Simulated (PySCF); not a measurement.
**Radial density of Si²⁺ (silicon, charge +2)**

UHF, [Ne] 3d2, high-spin 3F determinant (an excited configuration). All numbers are calculated (PySCF 2.14, the non-relativistic Hamiltonian (point nucleus), in aug-cc-pV(Q+d)Z).

```csv
r (bohr),4πr²ρ (e/bohr),4πr²(ρα − ρβ)
0.00179,0.06724,0.0000
0.00301,0.1839,0.0000
0.00506,0.4913,0.0000
0.00851,1.262,-0.0001
0.0143,3.037,-0.0002
0.0241,6.546,-0.0004
0.0405,11.75,-0.0008
0.0682,15.66,-0.0013
0.115,13.47,-0.0025
0.193,9.553,-0.0078
0.324,13.04,-0.0149
0.546,12.12,0.0183
0.918,3.458,0.1598
1.54,0.6677,0.5264
2.60,0.7249,0.7246
4.37,0.2231,0.2231
7.34,0.003619,0.0036
```

The outer electron is Rydberg-like, and this basis confines it to a smaller radius and binds it less than a complete one would.

Task: Where is the radial spin density 4πr²(ρα − ρβ) most negative, and why is it negative at all?

Result: Around r = 0.324 bohr, down to -0.0149 e/bohr: exchange with the open shell polarises the paired shells in an unrestricted calculation.
